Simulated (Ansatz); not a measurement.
## Ligand exchange: SnH2(CH3)Cl + BClF2 → SnH2(CH3)F + BCl2F

Species: SnH2(CH3)Cl, singlet; BClF2 `FB(F)Cl`, singlet; SnH2(CH3)F, singlet; BCl2F (dichlorofluoroborane) `FB(Cl)Cl`, singlet. The partners trade Cl for F: Sn–Cl and B–F bonds give way to Sn–F and B–Cl.

Shapes, held fixed at every level: PBE0-D4/def2-TZVP. Programs: Ansatz 0.2.0. The zero-point and thermal change to 298 K, harmonic and unscaled (PBE0-D4/def2-TZVP), is -2.5 kJ/mol.

```csv
level,kind,ΔH(298 K) (kJ/mol),less CCSD(T)/def2-TZVPP,CPU time (sum over the molecules)
SPW92/def2-TZVPP,LDA,+93.3,-5.6,8.7 s
PBE-D4/def2-TZVPP,GGA,+86.5,-12.4,14 s
r2SCAN0-D4/def2-TZVPP,global hybrid,+101.3,+2.4,28 s
wB97M-V/def2-TZVPP,range-separated hybrid,+96.2,-2.7,65 s
wB97X-V/def2-TZVPP,range-separated hybrid,+93.1,-5.8,40 s
MP2/def2-TZVPP,perturbation theory,+98.0,-0.9,–
CCSD/def2-SVP,coupled cluster or CI,+101.8,+2.9,–
CCSD(T)/def2-TZVPP,coupled cluster or CI,+98.9,0.0,3.6 min
```

The highest level, CCSD(T)/def2-TZVPP, gives ΔH(298 K) = +98.9 kJ/mol; the levels span +86.5 to +101.8. The column of differences is taken from that level and isn't an error. No measured value is set beside it here. For atoms past krypton def2 sets carry core potentials with scalar relativity. Outer-core shells of Sn are correlated, in sets that cover them unevenly. Times are processor times on shared x86 and Arm servers, and rough.
